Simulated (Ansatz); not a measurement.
Cl2H4O2Si2 can be A, `O[Si@@H](Cl)[Si@@H](O)Cl`, or B, `O[SiH2]O[SiH](Cl)Cl`.

Calculated with Ansatz (gas phase, PBE0-D4/def2-TZVP geometries, no zero-point term in ΔE). CCSD(T)/CBS adds triple-zeta CCSD(T) − MP2 to the extrapolated MP2 energy (def2 sets, frozen cores). DFT in def2-TZVPP. B3LYP here is the variant with VWN-RPA as its local correlation; programs differ in this. One conformer a species, not always the lowest.

A:

Z-matrix (Å, degrees):
```
Si
Cl 1 2.063
Si 1 2.343 2 106.2
O 1 1.636 2 111.8 3 117.8
H 1 1.477 2 107.3 3 -125.2
O 3 1.645 1 101.6 2 90.2
Cl 3 2.063 1 110.6 2 -152.1
H 3 1.484 1 116.9 2 -31.3
H 4 0.961 1 116.4 2 -79.9
H 6 0.959 3 119.3 1 -176.7
```

B:

Z-matrix (Å, degrees):
```
Si
O 1 1.649
O 1 1.632 2 111.4
H 1 1.483 2 107.3 3 -122.2
H 1 1.474 2 107.3 3 116.1
Si 2 1.607 1 143.4 3 64.9
H 3 0.959 1 118.3 2 -67.7
Cl 6 2.050 2 109.4 1 -27.3
Cl 6 2.035 2 110.4 1 91.7
H 6 1.468 2 110.8 1 -147.4
```

(1) Which isomer does CCSD(T)/CBS put lower? Give the gap. (Estimate.)

(2) Give E(B) − E(A) in kJ/mol with PBE0-D4, B3LYP-D4, CCSD/def2-TZVPP, r2SCAN-D4, CCSD(T)/def2-TZVPP, HF/def2-TZVPP, B3LYP. (An estimate is asked.)

Largest T1 diagnostic: 0.011.

Results:

(1) Ansatz gave: B, by 139.0 kJ/mol.

(2) Computed: PBE0-D4 -119.8, B3LYP-D4 -134.0, CCSD/def2-TZVPP -143.6, r2SCAN-D4 -131.9, CCSD(T)/def2-TZVPP -140.4, HF/def2-TZVPP -161.3, B3LYP -133.2. None reverses the order clearly.

From PBE to PBE0 (25 % exact exchange), in def2-TZVPP and without D4, E(B) − E(A) moves by −11.1 kJ/mol. In def2-TZVPP, CCSD(T) changes the Hartree–Fock value by +20.9 kJ/mol (the triples alone add +3.2 kJ/mol) and MP2 by +14.6 kJ/mol.
